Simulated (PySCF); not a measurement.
**Spinor energies of Gd³⁺ (gadolinium, charge +3)**

Start: [Xe] 4f7; 4f5/2 filled at m_j = -5/2, -3/2, -1/2, +1/2, +3/2, +5/2; 4f7/2 filled at m_j = +7/2. Calculated with PySCF 2.14 in x2c-SVPall-2c: generalised Hartree-Fock with the X2C-1e Hamiltonian and a Gaussian nucleus; one run each with spin-orbit coupling (SO) switched off, then screened by Boettger's factors.

```json
{"spinor shell": "1s1/2", "electrons": "2", "ε, spin-free (eV)": "-50519.3", "ε, screened SO (eV)": "-50509.9", "weight of nominal j (screened SO)": "1.000", "rms radius, screened SO (bohr)": "0.0249"}
{"spinor shell": "2s1/2", "electrons": "2", "ε, spin-free (eV)": "-8483.3", "ε, screened SO (eV)": "-8480.4", "weight of nominal j (screened SO)": "1.000", "rms radius, screened SO (bohr)": "0.101"}
{"spinor shell": "2p1/2", "electrons": "2", "ε, spin-free (eV)": "-7547.3", "ε, screened SO (eV)": "-8037.9", "weight of nominal j (screened SO)": "1.000", "rms radius, screened SO (bohr)": "0.0864"}
{"spinor shell": "2p3/2", "electrons": "4", "ε, spin-free (eV)": "-7547.3", "ε, screened SO (eV)": "-7337.0", "weight of nominal j (screened SO)": "1.000", "rms radius, screened SO (bohr)": "0.0928"}
{"spinor shell": "3s1/2", "electrons": "2", "ε, spin-free (eV)": "-1950.6", "ε, screened SO (eV)": "-1949.7", "weight of nominal j (screened SO)": "1.000", "rms radius, screened SO (bohr)": "0.260"}
{"spinor shell": "3p1/2", "electrons": "2", "ε, spin-free (eV)": "-1654.7", "ε, screened SO (eV)": "-1757.3", "weight of nominal j (screened SO)": "1.000", "rms radius, screened SO (bohr)": "0.252"}
{"spinor shell": "3p3/2", "electrons": "4", "ε, spin-free (eV)": "-1654.7", "ε, screened SO (eV)": "-1610.1", "weight of nominal j (screened SO)": "1.000", "rms radius, screened SO (bohr)": "0.265"}
{"spinor shell": "3d3/2", "electrons": "4", "ε, spin-free (eV)": "-1262.4", "ε, screened SO (eV)": "-1281.3", "weight of nominal j (screened SO)": "0.994", "rms radius, screened SO (bohr)": "0.237"}
{"spinor shell": "3d5/2", "electrons": "6", "ε, spin-free (eV)": "-1262.4", "ε, screened SO (eV)": "-1249.0", "weight of nominal j (screened SO)": "0.996", "rms radius, screened SO (bohr)": "0.241"}
{"spinor shell": "4s1/2", "electrons": "2", "ε, spin-free (eV)": "-435.94", "ε, screened SO (eV)": "-435.69", "weight of nominal j (screened SO)": "1.000", "rms radius, screened SO (bohr)": "0.588"}
{"spinor shell": "4p1/2", "electrons": "2", "ε, spin-free (eV)": "-335.73", "ε, screened SO (eV)": "-360.12", "weight of nominal j (screened SO)": "0.966", "rms radius, screened SO (bohr)": "0.605"}
{"spinor shell": "4p3/2", "electrons": "4", "ε, spin-free (eV)": "-335.73", "ε, screened SO (eV)": "-324.99", "weight of nominal j (screened SO)": "0.983", "rms radius, screened SO (bohr)": "0.633"}
{"spinor shell": "4d3/2", "electrons": "4", "ε, spin-free (eV)": "-193.69", "ε, screened SO (eV)": "-199.79", "weight of nominal j (screened SO)": "0.723", "rms radius, screened SO (bohr)": "0.684"}
{"spinor shell": "5s1/2", "electrons": "2", "ε, spin-free (eV)": "-85.386", "ε, screened SO (eV)": "-85.344", "weight of nominal j (screened SO)": "1.000", "rms radius, screened SO (bohr)": "1.43"}
{"spinor shell": "5p1/2", "electrons": "2", "ε, spin-free (eV)": "-57.955", "ε, screened SO (eV)": "-61.845", "weight of nominal j (screened SO)": "0.912", "rms radius, screened SO (bohr)": "1.58"}
{"spinor shell": "5p3/2", "electrons": "4", "ε, spin-free (eV)": "-57.955", "ε, screened SO (eV)": "-56.230", "weight of nominal j (screened SO)": "0.956", "rms radius, screened SO (bohr)": "1.68"}
{"spinor shell": "4f5/2", "electrons": "6", "ε, spin-free (eV)": "-47.933", "ε, screened SO (eV)": "-47.903", "weight of nominal j (screened SO)": "0.551", "rms radius, screened SO (bohr)": "0.911"}
{"spinor shell": "4f7/2", "electrons": "1", "ε, spin-free (eV)": "-47.933", "ε, screened SO (eV)": "-47.454", "weight of nominal j (screened SO)": "1.000", "rms radius, screened SO (bohr)": "0.916"}
```

(1) Where does 4d5/2 lie, and what is the 4d spin-orbit splitting (screened SO)?

```json
{"quantity": "E (hartree)", "spin-free": "-11261.90037", "screened SO": "-11269.18117"}
{"quantity": "M_J", "spin-free": "7/2", "screened SO": "7/2"}
{"quantity": "⟨J²⟩", "spin-free": "15.756", "screened SO": "15.756"}
{"quantity": "⟨L²⟩", "spin-free": "0.000", "screened SO": "0.108"}
{"quantity": "⟨S²⟩", "spin-free": "15.756", "screened SO": "15.677"}
```

Each row is a mean over spinors that exchange with the open shell spreads, by up to 19.368 eV (4d5/2).

Rows whose weight is well below 1 are mixtures of j = l ± 1/2: exchange outweighs spin-orbit coupling there, and the label is only the starting occupation.

Breit and QED terms are absent; they matter most for the inner s and p1/2 levels.

Densities and radii are taken from the X2C orbitals without a picture-change correction, which distorts them close to the nucleus.

Without spin-orbit coupling the j labels of p, d and f shells carry no meaning; the spin-free column gives the mean over the occupied spinors of each nl shell.

## Answers

(1) At -189.42 eV, 10.374 eV above 4d3/2.
